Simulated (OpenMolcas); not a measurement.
V3+ (d2) among equal point charges was computed by CASSCF with the d shell active (OpenMolcas, ANO-RCC-VDZP on the metal). Its lowest spin-free states, and all those of the highest spin:

```json
{"2S+1": "3", "Degeneracy": "2", "E (cm-1)": "0.0"}
{"2S+1": "3", "Degeneracy": "2", "E (cm-1)": "3534"}
{"2S+1": "3", "Degeneracy": "2", "E (cm-1)": "4144"}
{"2S+1": "3", "Degeneracy": "1", "E (cm-1)": "5423"}
{"2S+1": "1", "Degeneracy": "1", "E (cm-1)": "14073"}
{"2S+1": "1", "Degeneracy": "2", "E (cm-1)": "15133"}
{"2S+1": "1", "Degeneracy": "2", "E (cm-1)": "17544"}
{"2S+1": "3", "Degeneracy": "1", "E (cm-1)": "19244"}
{"2S+1": "3", "Degeneracy": "2", "E (cm-1)": "19660"}
{"2S+1": "1", "Degeneracy": "2", "E (cm-1)": "22371"}
{"2S+1": "1", "Degeneracy": "1", "E (cm-1)": "23739"}
{"2S+1": "1", "Degeneracy": "2", "E (cm-1)": "23948"}
```

**Question.** Is the site octahedral, tetrahedral or cube-like, axial, or of lower symmetry?

**Answer.** The states with 2S+1 = 3 have orbital degeneracies 2, 2, 2, 1, 1, 2. There are pairs but no triples, so the site is axial: not cubic, but with a proper or improper axis of order three or more. The run had V3+ among 6 point charges of -2.2 e arranged as a trigonal prism (D3h), 2 Å from the ion, with a polar angle of 54.0° against the regular 49.1°. The active orbitals were held to one l.

An orbital doublet at a regular site is open to a Jahn-Teller distortion, which this geometry leaves out. Without dynamic correlation the repulsion within the d shell is too large (B by tens of per cent), so at a given field states of lower spin stand too high. This is an electrostatic model: the charges have no orbitals. An unlabelled pair can be two single states that coincide in this model. No measured value stands beside these numbers.
